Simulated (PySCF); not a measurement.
Numbering as in the mapped SMILES `[CH:1]#[C:2][C+:3]([CH3:4])[CH2:5][CH:6]([CH3:7])[CH3:8]`; H(Xn) means a hydrogen on atom n.

Geometry: PBE0-D3(BJ)/def2-SVP; GIAO absolute shieldings from PySCF 2.14, gas phase, non-relativistic, averaged over equivalent atoms.

At PBE0/pcSseg-1 (201 basis functions, 64 s wall time on 1 thread of an Arm Neoverse N1, shared host):
| atoms | σ (ppm) |
| --- | --- |
| C3 | -104.1 |
| C1 | -29.5 |
| C2 | 84.9 |
| C5 | 104.5 |
| C6 | 121.3 |
| C4 | 135.6 |
| C7/C8 | 154.8 |
| H(C1) | 20.41 |
| H(C5) | 27.44 |
| H(C4) | 27.46 |
| H(C6) | 28.35 |
| H(C7)/H(C8) | 29.69 |

**Question.** Predict the values at B97-2/pcSseg-1 on the same geometry.

**Answer.** 
```csv
atoms,σ at B97-2/pcSseg-1,change
C3,-96.0,+8.1
C1,-23.0,+6.5
C2,85.3,+0.4
C5,105.9,+1.4
C6,120.5,-0.8
C4,136.4,+0.8
C7/C8,154.0,-0.8
H(C1),20.69,+0.28
H(C5),27.57,+0.13
H(C4),27.60,+0.14
H(C6),28.43,+0.08
H(C7)/H(C8),29.78,+0.09
```

The largest change is at C3 (carbocation centre). Cost: 201 basis functions, 58 s wall time on 1 thread of an Arm Neoverse N1, shared host. The order of the carbon signals is the same at both levels.
